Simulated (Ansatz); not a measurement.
`[CH3][GeH]([F])[InH2]` + `C=N` → `C=[N][InH2]` + `[CH3][GeH2][F]`  (cleavage of the In–Ge bond)

Gas-phase electronic energies from Ansatz, PBE0-D4/def2-TZVP geometries. CCSD(T)/CBS is the MP2 limit (def2-TZVPP, def2-QZVPP) plus CCSD(T) − MP2 in def2-TZVPP, frozen cores. This one scheme is used for every species. DFT in def2-TZVPP. B3LYP here is the variant with VWN-RPA as its local correlation; programs differ in this. HSE06 is defined as in plane-wave codes. Elements past krypton have def2 core potentials. For Ge, In outer-core shells are correlated without core-valence functions, which leaves a few kJ/mol of doubt a bond. Scalar relativity is left out up to krypton.

```json
{"level": "LDA (SPW92)", "ΔE (kJ/mol)": "52.0", "difference from CCSD(T)/CBS": "6.5"}
{"level": "PBE-D4", "ΔE (kJ/mol)": "53.9", "difference from CCSD(T)/CBS": "8.4"}
{"level": "revPBE-D4", "ΔE (kJ/mol)": "50.2", "difference from CCSD(T)/CBS": "4.7"}
{"level": "r2SCAN-D4", "ΔE (kJ/mol)": "47.4", "difference from CCSD(T)/CBS": "1.9"}
{"level": "B97M-V", "ΔE (kJ/mol)": "38.4", "difference from CCSD(T)/CBS": "-7.1"}
{"level": "PBE0-D4", "ΔE (kJ/mol)": "54.9", "difference from CCSD(T)/CBS": "9.4"}
{"level": "r2SCANh-D4", "ΔE (kJ/mol)": "48.8", "difference from CCSD(T)/CBS": "3.3"}
{"level": "r2SCAN0-D4", "ΔE (kJ/mol)": "50.7", "difference from CCSD(T)/CBS": "5.2"}
{"level": "HSE06-D4", "ΔE (kJ/mol)": "54.9", "difference from CCSD(T)/CBS": "9.4"}
{"level": "BHLYP-D4", "ΔE (kJ/mol)": "51.4", "difference from CCSD(T)/CBS": "5.9"}
{"level": "CAM-B3LYP-D4", "ΔE (kJ/mol)": "47.0", "difference from CCSD(T)/CBS": "1.5"}
{"level": "ωB97X-V", "ΔE (kJ/mol)": "46.0", "difference from CCSD(T)/CBS": "0.5"}
{"level": "ωB97M-V", "ΔE (kJ/mol)": "49.6", "difference from CCSD(T)/CBS": "4.1"}
{"level": "B2PLYP", "ΔE (kJ/mol)": "44.8", "difference from CCSD(T)/CBS": "-0.7"}
{"level": "PBE-QIDH", "ΔE (kJ/mol)": "47.8", "difference from CCSD(T)/CBS": "2.3"}
{"level": "PBE", "ΔE (kJ/mol)": "53.6", "difference from CCSD(T)/CBS": "8.1"}
{"level": "revPBE", "ΔE (kJ/mol)": "53.3", "difference from CCSD(T)/CBS": "7.8"}
{"level": "BLYP", "ΔE (kJ/mol)": "49.3", "difference from CCSD(T)/CBS": "3.8"}
{"level": "PBE0", "ΔE (kJ/mol)": "54.3", "difference from CCSD(T)/CBS": "8.8"}
{"level": "B3LYP", "ΔE (kJ/mol)": "50.1", "difference from CCSD(T)/CBS": "4.6"}
{"level": "r2SCANh", "ΔE (kJ/mol)": "48.5", "difference from CCSD(T)/CBS": "3.0"}
{"level": "r2SCAN0", "ΔE (kJ/mol)": "50.4", "difference from CCSD(T)/CBS": "4.9"}
{"level": "HSE06", "ΔE (kJ/mol)": "54.2", "difference from CCSD(T)/CBS": "8.7"}
{"level": "BHLYP", "ΔE (kJ/mol)": "48.9", "difference from CCSD(T)/CBS": "3.4"}
{"level": "CAM-B3LYP", "ΔE (kJ/mol)": "46.1", "difference from CCSD(T)/CBS": "0.6"}
{"level": "LC-ωPBE", "ΔE (kJ/mol)": "47.7", "difference from CCSD(T)/CBS": "2.2"}
{"level": "RPA@PBE/def2-TZVPP", "ΔE (kJ/mol)": "41.5", "difference from CCSD(T)/CBS": "-4.0"}
{"level": "HF/def2-SVP", "ΔE (kJ/mol)": "47.7", "difference from CCSD(T)/CBS": "2.2"}
{"level": "MP2/def2-SVP", "ΔE (kJ/mol)": "38.1", "difference from CCSD(T)/CBS": "-7.4"}
{"level": "CCSD/def2-SVP", "ΔE (kJ/mol)": "48.0", "difference from CCSD(T)/CBS": "2.5"}
{"level": "CCSD(T)/def2-SVP", "ΔE (kJ/mol)": "46.4", "difference from CCSD(T)/CBS": "0.9"}
{"level": "MP2/def2-TZVPP", "ΔE (kJ/mol)": "40.2", "difference from CCSD(T)/CBS": "-5.3"}
{"level": "SCS-MP2/def2-TZVPP", "ΔE (kJ/mol)": "39.6", "difference from CCSD(T)/CBS": "-5.9"}
{"level": "CCSD/def2-TZVPP", "ΔE (kJ/mol)": "46.5", "difference from CCSD(T)/CBS": "1.0"}
{"level": "CCSD(T)/def2-TZVPP", "ΔE (kJ/mol)": "44.3", "difference from CCSD(T)/CBS": "-1.2"}
{"level": "HF/def2-QZVPP", "ΔE (kJ/mol)": "41.8", "difference from CCSD(T)/CBS": "-3.7"}
{"level": "MP2/def2-QZVPP", "ΔE (kJ/mol)": "40.5", "difference from CCSD(T)/CBS": "-5.0"}
{"level": "HF/CBS(def2)", "ΔE (kJ/mol)": "41.6", "difference from CCSD(T)/CBS": "-3.9"}
{"level": "MP2/CBS(def2)", "ΔE (kJ/mol)": "41.5", "difference from CCSD(T)/CBS": "-4.0"}
{"level": "CCSD/CBS(def2)", "ΔE (kJ/mol)": "47.7", "difference from CCSD(T)/CBS": "2.2"}
{"level": "CCSD(T)/CBS", "ΔE (kJ/mol)": "45.5", "difference from CCSD(T)/CBS": "0"}
```

Largest T1 diagnostic among the species: 0.015.

From r2SCAN to r2SCAN0 (25 % exact exchange), in def2-TZVPP and without D4, ΔE moves by +3.2 kJ/mol. Leaving LDA and LC-ωPBE aside and taking each functional with its dispersion term where it has one, the values spread over 16.6 kJ/mol, from B97M-V to HSE06-D4.

CCSD(T)/CBS has its own doubt, a few kJ/mol and more with outer-core shells, so smaller differences from it don't rank the levels.
